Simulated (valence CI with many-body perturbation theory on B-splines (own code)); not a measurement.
Ru11+: calculated level list

Computed by configuration interaction combined with many-body perturbation theory (CI+MBPT): five valence electrons over a frozen Dirac-Fock core [Ar] 3d10, radial functions for each j: 11 s, 11 p, 10 d, 8 f, 5 g, 2 h, with the one-electron correlation potential Σ1, the two-electron term Σ2, the three-electron term Σ3, Breit, model QED; selected CI, second order for the rest, scaled by the run's own slope (own B-spline code, finite nucleus).

No measured spectrum was set against this ion. As an estimate, levels hold to about 250 cm⁻¹ or 0.2 % of their energy and the worst to 1 %, as in measured heavy ions of charge 2 to 7; those with d or f electrons hold less well. Among the levels kept, up to 2600 cm⁻¹ of a level comes from second order outside the variational space, and about a tenth of that is noise between levels of different J, which matters for small intervals.

Levels 136 to 174 of 174, with energies above the lowest level, 4s2.4p3 4S°_3/2. "Leading %" is the weight of the configuration and term that name the level; weights of strongly mixed levels are sums over their largest components and can fall short. In the jj column 3d3/2^4 stands for four electrons in 3d with j = 3/2.

| No. | Configuration | Term | J | E (cm⁻¹) | Leading % | Second component | Leading jj |
| --- | --- | --- | --- | --- | --- | --- | --- |
| 136 | 4s2.4p2.4f | 2H° | 11/2 | 896730 | 43 | 32 % 4s2.4p.4d2 2H° | 4s^2 4p3/2 4d5/2^2 (45 %) |
| 137 | 4s2.4p2.4f | 4F° | 9/2 | 897230 | 18 | 17 % 4s2.4p2.4f 2G° | 4s^2 4p1/2 4p3/2 4f7/2 (44 %) |
| 138 | 4s2.4p2.5s | 2D | 3/2 | 899470 | 53 | 39 % 4s2.4p2.5s 2P | 4s^2 4p3/2^2 5s (91 %) |
| 139 | 4s2.4p2.4f | 4G° | 7/2 | 899510 | 25 | 15 % 4s2.4p.4d2 4G° | 4s^2 4p1/2 4p3/2 4f5/2 (46 %) |
| 140 | 4s2.4p2.4f | 4F° | 9/2 | 902990 | 38 | 34 % 4s2.4p2.4f 2G° | 4s^2 4p1/2 4p3/2 4f7/2 (66 %) |
| 141 | 4s2.4p.4d2 | 4D° | 3/2 | 903070 | 35 | 20 % 4s2.4p2.4f 4F° | 4s^2 4p1/2 4d3/2 4d5/2 (20 %) |
| 142 | 4s2.4p.4d2 | 4D° | 5/2 | 904820 | 12 | 10 % 4s2.4p2.4f 4G° | 4s^2 4p1/2 4d3/2 4d5/2 (20 %) |
| 143 | 4s2.4p.4d2 | 4P° | 1/2 | 905460 | 67 | 8 % 4s.4p3.4d 2S° | 4s^2 4p1/2 4d3/2 4d5/2 (56 %) |
| 144 | 4s2.4p2.4f | 2G° | 7/2 | 906440 | 39 | 16 % 4s2.4p2.4f 4G° | 4s^2 4p1/2 4p3/2 4f5/2 (73 %) |
| 145 | 4s2.4p2.4f | 2F° | 5/2 | 907600 | 28 | 26 % 4s2.4p2.4f 4F° | 4s^2 4p1/2 4p3/2 4f5/2 (59 %) |
| 146 | 4s2.4p2.4f | 4D° | 1/2 | 909910 | 36 | 35 % 4s2.4p.4d2 4D° | 4s^2 4p1/2 4p3/2 4f5/2 (25 %) |
| 147 | 4s2.4p2.4f | 4D° | 3/2 | 910730 | 22 | 21 % 4s2.4p2.4f 4F° | 4s^2 4p1/2 4p3/2 4f5/2 (28 %) |
| 148 | 4s2.4p2.4f | 4G° | 9/2 | 915930 | 31 | 23 % 4s2.4p2.4f 2G° | 4s^2 4p3/2^2 4f5/2 (33 %) |
| 149 | 4s2.4p.4d2 | 4D° | 5/2 | 916190 | 42 | 15 % 4s2.4p.4d2 2D° | 4s^2 4p3/2 4d5/2^2 (32 %) |
| 150 | 4s2.4p.4d2 | 4P° | 3/2 | 918440 | 38 | 21 % 4s2.4p.4d2 4F° | 4s^2 4p3/2 4d3/2^2 (21 %) |
| 151 | 4s2.4p.4d2 | 4F° | 5/2 | 919260 | 28 | 17 % 4s2.4p2.4f 2F° | 4s^2 4p1/2 4p3/2 4f7/2 (25 %) |
| 152 | 4s2.4p.4d2 | 4F° | 3/2 | 919750 | 35 | 19 % 4s2.4p.4d2 4P° | 4s^2 4p1/2 4d3/2 4d5/2 (19 %) |
| 153 | 4s2.4p.4d2 | 4F° | 7/2 | 921280 | 24 | 14 % 4s2.4p.4d2 2F° | 4s^2 4p3/2 4d3/2^2 (26 %) |
| 154 | 4s2.4p.4d2 | 4F° | 5/2 | 922020 | 47 | 12 % 4s2.4p2.4f 4F° | 4s^2 4p1/2 4d3/2 4d5/2 (25 %) |
| 155 | 4s2.4p.4d2 | 4D° | 7/2 | 922970 | 23 | 13 % 4s2.4p2.4f 4F° | 4s^2 4p3/2 4d5/2^2 (32 %) |
| 156 | 4s2.4p2.5p | 4D° | 1/2 | 923100 | 46 | 22 % 4s2.4p2.5p 2P° | 4s^2 4p1/2^2 5p1/2 (85 %) |
| 157 | 4s2.4p2.4f | 4G° | 11/2 | 928900 | 54 | 29 % 4s2.4p.4d2 4G° | 4s^2 4p3/2^2 4f7/2 (41 %) |
| 158 | 4s2.4p2.5s | 2S | 1/2 | 929960 | 83 | 7 % 4s2.4p2.5s 4P | 4s^2 4p3/2^2 5s (90 %) |
| 159 | 4s2.4p.4d2 | 4F° | 7/2 | 929990 | 46 | 20 % 4s2.4p.4d2 4D° | 4s^2 4p3/2 4d3/2 4d5/2 (62 %) |
| 160 | 4s2.4p2.4f | 2F° | 5/2 | 931880 | 30 | 27 % 4s2.4p.4d2 2F° | 4s^2 4p1/2 4p3/2 4f7/2 (20 %) |
| 161 | 4s2.4p.4d2 | 4F° | 9/2 | 932430 | 62 | 10 % 4s2.4p.4d2 4G° | 4s^2 4p3/2 4d3/2 4d5/2 (46 %) |
| 162 | 4s2.4p2.4f | 2F° | 7/2 | 933950 | 19 | 15 % 4s2.4p.4d2 4D° | 4s^2 4p3/2^2 4f7/2 (28 %) |
| 163 | 4s2.4p.4d2 | 4P° | 5/2 | 935110 | 64 | 11 % 4s2.4p.4d2 4D° | 4s^2 4p3/2 4d3/2 4d5/2 (60 %) |
| 164 | 4s2.4p2.4f | 4F° | 9/2 | 938780 | 36 | 35 % 4s2.4p2.4f 2G° | 4s^2 4p3/2^2 4f7/2 (75 %) |
| 165 | 4s2.4p2.5p | 4D° | 3/2 | 940120 | 53 | 18 % 4s2.4p2.5p 4P° | 4s^2 4p1/2^2 5p3/2 (74 %) |
| 166 | 4s2.4p2.4f | 4F° | 7/2 | 940700 | 20 | 19 % 4s2.4p.4d2 2F° | 4s^2 4p3/2 4d5/2^2 (31 %) |
| 167 | 4s2.4p2.4f | 2D° | 5/2 | 942270 | 26 | 13 % 4s2.4p2.4f 4F° | 4s^2 4p3/2^2 4f5/2 (34 %) |
| 168 | 4s2.4p2.5p | 2S° | 1/2 | 945050 | 40 | 34 % 4s2.4p2.5p 4D° | 4s^2 4p1/2 4p3/2 5p1/2 (76 %) |
| 169 | 4s2.4p.4d2 | 2P° | 3/2 | 945780 | 29 | 27 % 4s2.4p2.4f 2P° | 4s^2 4p3/2 4d3/2 4d5/2 (20 %) |
| 170 | 4s2.4p.4d2 | 2S° | 1/2 | 948420 | 49 | 19 % 4s.4p3.4d 2S° | 4s^2 4p3/2 4d3/2 4d5/2 (51 %) |
| 171 | 4s2.4p2.5p | 2D° | 3/2 | 952690 | 40 | 30 % 4s2.4p2.5p 4D° | 4s^2 4p1/2 4p3/2 5p1/2 (77 %) |
| 172 | 4s2.4p.4d2 | 2G° | 9/2 | 953020 | 34 | 24 % 4s2.4p2.4f 2H° | 4s^2 4p3/2 4d5/2^2 (27 %) |
| 173 | 4s2.4p.4d2 | 2G° | 7/2 | 955650 | 57 | 20 % 4s2.4p2.4f 2G° | 4s^2 4p3/2 4d3/2 4d5/2 (21 %) |
| 174 | 4s2.4p2.4f | 2P° | 1/2 | 956690 | 37 | 28 % 4s2.4p.4d2 2P° | 4s^2 4p3/2 4d5/2^2 (25 %) |

Names give the largest LS component (configuration and term), which can be under half, so a name can repeat, a term be missing and a line seem to break the LS rules; names also repeat where a configuration has a term twice.

Where two levels of one J and parity lie close, their mixing, g and order are uncertain.
